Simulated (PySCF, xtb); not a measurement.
C₅ClO₅Re, SMILES [C-](->[Re](<-[C-]#[O+])(<-[C-]#[O+])(<-[C-]#[O+])(<-[C-]#[O+])[Cl])#[O+], multiplicity 1.

GFN2-xTB run with xtb at its own geometry gives an orbital gap of 2.28 eV and a dipole moment of 1.89 D.

Geometry optimised at PBE0-D3(BJ)/def2-SVP. The spin state was assumed, not searched. The isomer is the one that the SMILES or the coordinates give; other isomers of the formula were not compared. The def2 effective core potentials stand for the cores of Re; spin–orbit coupling is left out.

Q: What does CAM-B3LYP/def2-SVP in PySCF give? (The exact figures need the calculation; the answer reports its results.)

A: gap 6.87 eV (levels -8.19 and -1.32 eV), dipole 2.93 D.
